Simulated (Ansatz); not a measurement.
C3H6OZn, SMILES `[CH3][Zn][CH2]C=O` at its PBE0-D4/def2-TZVP geometry, where that method's forces vanish. Charge 0, multiplicity 1.

```xyz
11

C    -2.0206    0.2100    1.3681
Zn   -0.3706    0.3190    0.3610
C     1.3031    0.4679   -0.6760
C     1.5756   -0.8350   -1.2935
O     1.1540   -1.2101   -2.3628
H    -2.8827    0.3258    0.7072
H    -2.1036   -0.7578    1.8681
H    -2.0665    0.9920    2.1294
H     2.0973    0.7747    0.0084
H     1.1106    1.2346   -1.4312
H     2.2034   -1.5211   -0.6788
```

Question: What forces (eV/Å) does r2SCAN-D4/def2-TZVPP give on these atoms in the Gaussian-basis code of Ansatz? (Best estimate.)

Answer: Ansatz gave: 
```
C1   0.100  0.004 -0.067
Zn2 -0.007 -0.007  0.006
C3  -0.070  0.094  0.085
C4   0.113  0.049  0.299
O5  -0.165 -0.118 -0.393
H6   0.017 -0.002  0.012
H7   0.003  0.018 -0.010
H8   0.003 -0.015 -0.016
H9  -0.010  0.004  0.018
H10 -0.023  0.002  0.004
H11  0.039 -0.030  0.063
```
